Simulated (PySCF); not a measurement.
# How methods differ on the fine-structure interval of Ce²⁷⁺

Ce²⁷⁺ [Ar] 3d10 4s2 4p1 [4p1/2^1, M_J = 1/2] → Ce²⁷⁺ [Ar] 3d10 4s2 4p1 [4p3/2^1, M_J = 3/2], as a difference of total energies. Calculation: PySCF 2.14, in an even-tempered Gaussian basis (17 s from 2.3 bohr⁻², ratio 2.8; 13 p from 2.9 bohr⁻², ratio 2.8; 8 d from 5.2 bohr⁻², ratio 2.8; 4 f from 13 bohr⁻², ratio 3); the two-component X2C-1e Hamiltonian. Correlated levels: [Ne] frozen; the 74 highest virtual spinors dropped. "Screened" scales the spin-orbit matrix elements by Boettger's factors to mimic the two-electron term; Breit and QED terms are absent.

```
                    method  fine-structure interval (cm⁻¹)
 GHF (screened spin-orbit)                          216440
GMP2 (screened spin-orbit)                          214710
     GHF (bare spin-orbit)                          224600
```
